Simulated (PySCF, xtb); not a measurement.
F2HS, SMILES F[SH+]F, charge +1.

Harmonic wavenumbers (cm⁻¹) from xtb with GFN2-xTB at its own minimum, in rising order: 299, 774, 796, 870, 897, 2012.

Task: What does PySCF with PBE-D3(BJ)/def2-TZVP give at its own minimum? (An estimate is asked for; the answer gives what the named calculation found.)

Result: 362, 889, 917, 1012, 1024, 2391. Paired by order, the mean absolute difference is 158 cm⁻¹ and the zero-point energies are 8.1 and 9.4 kcal/mol.
